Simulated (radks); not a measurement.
Problem. Coulomb parameter of the 3d shell of the zinc ion Zn3+ in the model configuration [Ar] 3d7.5 4p1.5, as a second difference U = [E(n + 0.25) + E(n - 0.25) - 2 E(n)] / (0.25)^2 with all orbitals relaxed. "Bare": the charge of the atom changes with n. "Screened": the 4p shell takes up the change at fixed total charge, which measures U(3d,3d) + U(4p,4p) - 2 U(3d,4p). All-electron calculation, scalar-relativistic Kohn-Sham, BLYP, spin-unpolarised, spherical densities, finite nucleus; Fermi nuclear charge, rms radius 3.9283 fm. Program: a radial shooting solver on a logarithmic mesh with Libxc functionals. Estimate both.

Solution. U(bare) = 22.873 eV, U(screened by 4p) = 7.705 eV, against the Slater integral F0(3d,3d) = 32.800 eV with frozen orbitals.
